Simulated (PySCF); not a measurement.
Te(SeH)(SiH3) (H₄SeSiTe), SMILES [SiH3][Te][SeH]. Atoms are numbered in the order given.

```xyz
7

Te     0.2267    -0.4669     0.7860
Se     0.5120     1.4195    -0.8994
H     -0.4685     2.3231    -0.2706
Si    -1.6264    -1.5096    -0.5465
H     -1.1409    -1.8575    -1.9125
H     -2.7788    -0.5671    -0.6420
H     -2.0420    -2.7474     0.1821
```

The structure is a stationary point at PBE0-D3(BJ)/def2-SVP. This is a generated structure with no PubChem entry under its InChIKey; it may be hypothetical. The def2 effective core potentials stand for the cores of Te; spin–orbit coupling is left out. One conformer was computed; it need not be the lowest.

Level of theory: PBE0-D3(BJ)/def2-SVP run with PySCF.

Frequencies are harmonic and unscaled.

Task: Estimate the vibrational spectrum. (The exact figures need the calculation; the answer reports its results.)

Result: 
```
mode  ν (cm⁻¹)  IR (km/mol)  moving atoms (share of kinetic energy)
----  --------  -----------  --------------------------------------
1           79          0.2       Si 47 %, Se 25 %, Te 16 %, H 12 %
2          128          0.1                                  H 98 %
3          229          8.2                                  H 97 %
4          246          0.7                        Se 62 %, Te 37 %
5          335          5.8                 Si 73 %, Te 19 %, H 8 %
6          547          5.1                         H 88 %, Si 11 %
7          554          5.8                                  H 92 %
8          694          6.0                                  H 99 %
9          876        389.0                                  H 92 %
10         919         42.0                                  H 97 %
11         937         38.1                                  H 97 %
12        2223         97.5                                  H 98 %
13        2243         66.2                                  H 96 %
14        2251         71.1                                  H 96 %
15        2432          7.7                                  H 99 %
```
